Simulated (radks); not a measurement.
Task: Zr10+, 30 electrons, occupied as [Ar] 3d10 4s2. Calculated with a radial shooting solver on a logarithmic mesh with Libxc functionals: scalar-relativistic Kohn-Sham, r2SCAN, spin-polarised, spherical densities, finite nucleus; meta-GGA in the generalised Kohn-Sham scheme; Fermi nuclear charge, rms radius 4.2694 fm. Some entries of the table are withheld. Estimate them.

| orbital | occ. | eigenvalue (eV) | <r> (bohr) |
|---|---|---|---|
| 1s | 2 | -18052.58 | (1) |
| 2s | 2 | -2669.178 | 0.1624 |
| 2p | 6 | (2) | 0.1416 |
| 3s | 2 | (3) | (4) |
| 3p | 6 | (5) | 0.4579 |
| 3d | 10 | -353.2195 | (6) |
| 4s | 2 | -206.6979 | 1.077 |

Result: 
(1) 1s <r> (bohr): 0.03707
(2) 2p eigenvalue (eV): -2398.031
(3) 3s eigenvalue (eV): -589.1433
(4) 3s <r> (bohr): 0.4550
(5) 3p eigenvalue (eV): -499.5662
(6) 3d <r> (bohr): 0.4446
